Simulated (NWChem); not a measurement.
C4H9O, doublet; SMILES CC(C)(C)[O]

All runs: NWChem. Pople sets run with spherical d functions. Spin-unrestricted. In the optimisation the excess spin sits in a' (Cs, its own frame). The radical's symmetric form is orbitally degenerate, so geometry and low modes hang on which distorted state is reached. Geometry: optimised at PBE0/def2-SVP, spin-unrestricted. Not confirmed as a minimum by frequencies. No stability test was run on the SCF state. Total energies compare along this basis series because the functional is fixed.

```json
[
 {"level": "PBE0/STO-3G", "basis functions": "34", "energy (Ha)": "-229.8435", "highest occupied level (eV)": "-3.49", "lowest empty minus highest occupied level, either spin (eV)": "4.93", "dipole (D)": "1.28", "relative time": "1"},
 {"level": "PBE0/3-21G", "basis functions": "63", "energy (Ha)": "-231.4622", "highest occupied level (eV)": "-6.68", "lowest empty minus highest occupied level, either spin (eV)": "4.21", "dipole (D)": "1.92", "relative time": "1"},
 {"level": "PBE0/6-31G*", "basis functions": "88", "energy (Ha)": "-232.7239", "highest occupied level (eV)": "-7.10", "lowest empty minus highest occupied level, either spin (eV)": "4.16", "dipole (D)": "1.94", "relative time": "3"},
 {"level": "PBE0/6-31+G*", "basis functions": "108", "energy (Ha)": "-232.7334", "highest occupied level (eV)": "-7.43", "lowest empty minus highest occupied level, either spin (eV)": "4.04", "dipole (D)": "2.20", "relative time": "5"},
 {"level": "PBE0/6-311G**", "basis functions": "144", "energy (Ha)": "-232.7884", "highest occupied level (eV)": "-7.30", "lowest empty minus highest occupied level, either spin (eV)": "4.13", "dipole (D)": "1.98", "relative time": "7"},
 {"level": "PBE0/6-311++G**", "basis functions": "173", "energy (Ha)": "-232.7934", "highest occupied level (eV)": "-7.47", "lowest empty minus highest occupied level, either spin (eV)": "4.06", "dipole (D)": "2.19", "relative time": "10"}
]
```

Relative times are rough (shared machine, one core).
